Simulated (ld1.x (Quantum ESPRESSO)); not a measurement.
# Cutoff test, Pt, TM

- Element: platinum
- Generator: ld1.x (Quantum ESPRESSO) 7.5
- Type: norm-conserving Troullier–Martins (Kleinman–Bylander form)
- Functional: PBE
- Relativity: fully relativistic
- Frozen core: [Xe] 4f14
- Valence charge: 10
- Reference configuration: 5d9 6s0 6p1
- Partial waves: 6s (bound, empty): rc 1.05 bohr; 6p (bound): rc 3.35 bohr; 5d (bound): rc 1.80 bohr
- Local potential: all-electron potential smoothed inside 3.20 bohr (lloc = -1)
- Core correction: none

Open shells are filled in proportion to 2j + 1 (rel_dist='average').

The pseudo-atom Hamiltonian at the reference potential is diagonalised in spherical Bessel functions j_l(qr) that vanish at 20 bohr, with q² up to the cutoff. All-electron valence levels (Ry): 6s -0.5229, 6p1/2 -0.1678, 6p3/2 -0.1233, 5d3/2 -0.6558, 5d5/2 -0.5562.

How do the lowest levels (Ry) of each channel move with the cutoff, and are there ghosts?

```json
{"cutoff (Ry)": "8", "s #1": "-1.5443", "s #2": "-0.1740", "p1/2 #1": "-0.1677", "p1/2 #2": "0.0138", "p3/2 #1": "-0.1232", "d3/2 #1": "0.0035", "d5/2 #1": "0.0017", "f #1": "0.0855", "f #2": "0.2067", "Σ f·Δε (mRy)": "5386.7"}
{"cutoff (Ry)": "12", "s #1": "-1.5494", "s #2": "-0.1767", "p1/2 #1": "-0.1678", "p1/2 #2": "0.0138", "p3/2 #1": "-0.1233", "d3/2 #1": "-0.1233", "d5/2 #1": "-0.1223", "f #1": "0.0855", "f #2": "0.2067", "Σ f·Δε (mRy)": "4260.3"}
{"cutoff (Ry)": "18", "s #1": "-1.5497", "s #2": "-0.1768", "p1/2 #1": "-0.1679", "p1/2 #2": "0.0138", "p3/2 #1": "-0.1234", "d3/2 #1": "-0.4246", "d5/2 #1": "-0.3828", "f #1": "0.0855", "f #2": "0.2067", "Σ f·Δε (mRy)": "1769.1"}
{"cutoff (Ry)": "25", "s #1": "-1.5502", "s #2": "-0.1770", "p1/2 #1": "-0.1679", "p1/2 #2": "0.0138", "p3/2 #1": "-0.1234", "d3/2 #1": "-0.5779", "d5/2 #1": "-0.5027", "f #1": "0.0855", "f #2": "0.2067", "Σ f·Δε (mRy)": "569.8"}
{"cutoff (Ry)": "30", "s #1": "-1.5503", "s #2": "-0.1770", "p1/2 #1": "-0.1679", "p1/2 #2": "0.0138", "p3/2 #1": "-0.1234", "d3/2 #1": "-0.6287", "d5/2 #1": "-0.5392", "f #1": "0.0855", "f #2": "0.2067", "Σ f·Δε (mRy)": "189.8"}
{"cutoff (Ry)": "40", "s #1": "-1.5562", "s #2": "-0.1787", "p1/2 #1": "-0.1679", "p1/2 #2": "0.0138", "p3/2 #1": "-0.1234", "d3/2 #1": "-0.6543", "d5/2 #1": "-0.5555", "f #1": "0.0855", "f #2": "0.2067", "Σ f·Δε (mRy)": "9.1"}
{"cutoff (Ry)": "50", "s #1": "-1.5814", "s #2": "-0.1863", "p1/2 #1": "-0.1679", "p1/2 #2": "0.0138", "p3/2 #1": "-0.1234", "d3/2 #1": "-0.6557", "d5/2 #1": "-0.5562", "f #1": "0.0855", "f #2": "0.2067", "Σ f·Δε (mRy)": "0.9"}
{"cutoff (Ry)": "60", "s #1": "-1.6279", "s #2": "-0.2005", "p1/2 #1": "-0.1679", "p1/2 #2": "0.0138", "p3/2 #1": "-0.1234", "d3/2 #1": "-0.6557", "d5/2 #1": "-0.5562", "f #1": "0.0855", "f #2": "0.2067", "Σ f·Δε (mRy)": "0.7"}
{"cutoff (Ry)": "400", "s #1": "-2.9128", "s #2": "-0.5179", "p1/2 #1": "-0.1679", "p1/2 #2": "0.0138", "p3/2 #1": "-0.1234", "d3/2 #1": "-0.6558", "d5/2 #1": "-0.5563", "f #1": "0.0855", "f #2": "0.2067", "Σ f·Δε (mRy)": "0.0"}
```

Result: ghost state, extra bound levels that the all-electron valence spectrum of the same l lacks: s at -39.6 eV (a true bound ghost makes a file unfit for plane-wave use); 10 mRy is reached at 40 Ry and 1 mRy at 50 Ry.

The cutoffs count occupied waves only; the empty 6s level needs 300 Ry at the loose tolerance. 2 of 7 tests not solved or not reliable.
